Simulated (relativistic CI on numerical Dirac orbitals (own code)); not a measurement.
# Slater and spin-orbit integrals, Mo34+

Calculated at this level of theory: Dirac-Coulomb-Breit CI, separate exchange-only KLI orbitals for each configuration, model QED, unscaled Slater integrals (own radial code, finite nucleus).

Slater integrals F^k, G^k are unscaled and averaged over j, outside the closed core 1s2; ζ comes from projecting the Hamiltonian with its Breit term on Σ l·s of the shell.

- 2s2 2p4: F^2(2p,2p) = 744540, ζ(2p) = 604420 cm⁻¹; <r>(2p) = 0.1278, <r^2>(2p) = 0.01979 (bohr units).
- 2s 2p5: G^1(2s,2p) = 796520, ζ(2p) = 601050 cm⁻¹; <r>(2s) = 0.1479, <r^2>(2s) = 0.02572, <r>(2p) = 0.128, <r^2>(2p) = 0.01988 (bohr units).
- 2p5 3s: ζ(2p) = 610510, G^1(2p,3s) = 77471 cm⁻¹; <r>(2p) = 0.1273, <r^2>(2p) = 0.01965, <r>(3s) = 0.3499, <r^2>(3s) = 0.1392 (bohr units).

Averages of the first 10 configurations, taken without configuration mixing, which lowers the lowest level and can move excited configurations by several eV; other configurations of the list can lie among them:

| Configuration | Parity | States | Average energy above the lowest level (eV) |
| --- | --- | --- | --- |
| 2s2 2p4 | even | 15 | 80.5 |
| 2s 2p5 | odd | 12 | 350.7 |
| 2p6 | even | 1 | 652.9 |
| 2p5 3s | odd | 12 | 3209.6 |
| 2p5 3p | even | 36 | 3282.4 |
| 2p5 3d | odd | 60 | 3361.4 |
| 2s2 2p3 3s | odd | 40 | 2678.8 |
| 2s2 2p3 3p | even | 120 | 2756.6 |
| 2s2 2p3 3d | odd | 200 | 2836.0 |
| 2s 2p4 3s | even | 60 | 2928.0 |
